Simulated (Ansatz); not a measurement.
`CN[SiH2][GaH2]` + `[NH2][AlH][Cl]` → `C[NH][AlH][Cl]` + `N[SiH2][GaH2]`  (substitution at a C–N bond)

Program: Ansatz. Geometries: PBE0-D4/def2-TZVP. ΔE: electronic, gas phase. CBS: MP2 limit from def2 TZ/QZ plus the TZ coupled-cluster correction, frozen cores. DFT in def2-TZVPP. HSE06 is defined as in plane-wave codes. For Ga outer-core shells are correlated without core-valence functions, which leaves a few kJ/mol of doubt a bond. Scalar relativity is left out up to krypton. Each species was taken in one conformer, which may not be the lowest.

Q: Is it downhill or uphill in electronic energy at CCSD(T)/CBS, and by how much? (An estimate is asked.)

A: The calculation gave: Uphill: ΔE = +4.6 kJ/mol.

Q: What do these levels give: r2SCAN, HSE06, CCSD(T)/def2-SVP, HF/def2-TZVPP, CCSD/def2-TZVPP, MP2/def2-QZVPP? (An estimate is asked.)

A: Ansatz gave: r2SCAN 3.8, HSE06 3.5, CCSD(T)/def2-SVP 3.4, HF/def2-TZVPP 4.7, CCSD/def2-TZVPP 4.1, MP2/def2-QZVPP 4.8 kJ/mol.

Q: What do rigid-rotor, harmonic-oscillator terms from PBE0-D4/def2-TZVP frequencies (298.15 K, 1 bar) make of the CCSD(T)/CBS value? (An estimate is asked.)

A: Computed: ΔZPE = +1.0 kJ/mol, ΔH = +5.3 kJ/mol, ΔS = -2 J/(mol·K), ΔG = +5.8 kJ/mol.

Largest T1 diagnostic among the species: 0.012.

Leaving LDA and LC-ωPBE aside and taking each functional with its dispersion term where it has one, the values, not all of them listed here, spread over 0.9 kJ/mol, from PBE-D4 to r2SCAN0-D4.
